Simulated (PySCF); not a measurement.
# One molecule, several mistakes: BClH5Si2 cation

Calculated results; nothing here was measured. The program is PySCF 2.14.0, an open-source quantum chemistry code, run on an isolated molecule that a program drew, which may never have been made. The molecule is BClH5Si2 cation (charge +1, singlet), drawn as the SMILES string `[SiH3]B[SiH+]Cl`.

Each row is a Hartree-Fock (HF) and frozen-core CCSD(T) single point in the cc-pV(D+d)Z basis, meant for a local HF minimum. Run 1 is clean. Each other run has one planted mistake out of seven kinds, and not every kind appears here: one electron removed, one electron added, multiplicity raised by two, geometry at a saddle point, minimal basis STO-3G, one bond length entered in bohr, all coordinates scaled. The reference is restricted for singlets and unrestricted otherwise, and also for a bond in bohr. Adding or removing an electron swaps singlet and doublet. Electrons count all cores. HOMO and LUMO are orbital energies over both spins, the gradient is its largest component, and the lowest frequency (negative if imaginary) is given only where the gradient is small. Bond lengths are over the 8 bonds as drawn. T1 is the CCSD diagnostic: over 0.02 (restricted) or 0.045 (unrestricted) a single reference is doubtful.

Geometry of the clean run:
```xyz
9
BClH5Si2 cation, angstrom
Si    0.9158    3.4545    0.1978
B    -0.3097    1.8081   -0.0473
Si   -1.3544    1.4114   -1.7253
Cl   -0.5173    0.3882   -3.1959
H     0.4252    4.1305    1.4129
H     0.8391    4.3362   -0.9830
H     2.2681    2.8875    0.3615
H    -0.4392    0.9966    0.8199
H    -2.7111    1.8685   -2.0351
```

```
run  electrons  basis functions  <S^2>  HOMO (eV)  LUMO (eV)  gradient (hartree/bohr)  lowest frequency (cm^-1)  mean bond (Å)  longest bond (Å)      T1  HF (hartree)  CCSD(T) (hartree)                 mistake
  1         54              108  0.000     -16.04      -5.14                  1.5e-05                        33         1.6432             2.067  0.0161   -1064.69646        -1065.16610                no fault
  2         53              108  0.766     -22.52     -13.40                  7.9e-02                         -         1.6432             2.067  0.0269   -1064.15654        -1064.60504    one electron removed
  3         54               37  0.000     -14.71      -2.84                  3.5e-02                         -         1.6432             2.067  0.0143   -1052.87333        -1053.03637    minimal basis STO-3G
  4         54              108  0.000     -16.43      -4.72                  9.4e-02                         -         1.5035             1.891  0.0146   -1064.62579        -1065.09249  all coordinates scaled
  5         54              108  0.000     -13.03      -5.55                  4.8e-02                         -         1.8674             3.810  0.0279   -1064.59052        -1065.05814                       ?
```

**Which mistake was planted in run 5, and what did it cost?**

The mean bond changes by a factor of 1.136 and the longest by 1.843, so the molecule wasn't scaled as a whole. A length L in bohr read as angstrom grows by (1/0.5292 - 1) L = 0.890 L. The 8 bonds together grew by 8 x 0.2242 = 1.794 Å, which gives L = 2.016 Å. That is bond B2-Si3, 2.016 Å in the clean geometry. So the mistake is: one bond length entered in bohr. Subtracting run 1 and multiplying by 627.51 kcal/mol a hartree, the energy moved by 66.5 kcal/mol in HF and 67.7 kcal/mol in CCSD(T).

